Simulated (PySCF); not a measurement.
# Peak assignment

Atoms are numbered as in `[CH3:1][Si:2]([CH3:3])([CH3:4])[n:5]1[cH:6][n:7][cH:8][n:9]1`; H(Xn) means a hydrogen on atom n.

- GIAO PBE0/pcSseg-1 shieldings
- GFN2-xTB geometry
- run in PySCF
- non-relativistic, one computed conformer, fast rotation and ring inversion assumed for equivalent nuclei, in vacuum

δ = σ(ref) − σ, references computed at the same level: 13C, 1H against TMS.

Problem. Assign these signals to the numbered atoms. 13C{1H} NMR (computed): δ 159.1 (CH), 151.9 (CH), 0.1 (CH3).

Solution. 
```tsv
δ (ppm)	atoms	environment	reason
159.1	C8	aromatic CH between two ring heteroatoms	–
151.9	C6	aromatic CH between two ring heteroatoms	–
0.1	C1/C3/C4	methyl carbon bonded to Si	an electropositive neighbour leaves it electron-rich and shielded
```

Problem. Assign these signals to the numbered atoms. 1H NMR (300 MHz, computed): δ 8.17 (m, 1H), 7.97 (m, 1H), 0.49 (s, 9H).

Solution. 
```tsv
δ (ppm)	atoms	environment	reason
8.17	H(C8)	hydrogen on an aromatic CH between two ring heteroatoms	ring-current deshielding
7.97	H(C6)	hydrogen on an aromatic CH between two ring heteroatoms	–
0.49	H(C1)/H(C3)/H(C4)	hydrogen on a methyl carbon bonded to Si	an electropositive neighbour shields it, as in TMS itself
```

Shifts are as computed. Against solution values, carbons near 30 ppm lie about +3 ppm off and those near 130 ppm about +5 ppm. Of 1211 compounds with measured shifts, 218 miss one by over three times the rms of a fit or turn the order of signals round; such compounds aren't used in these exercises. No couplings were computed; multiplicities are counted from neighbouring protons, with m where these are inequivalent, close in shift, in a saturated or five-membered ring or joined by F or P, and br s for small geminal =CH2 splittings.
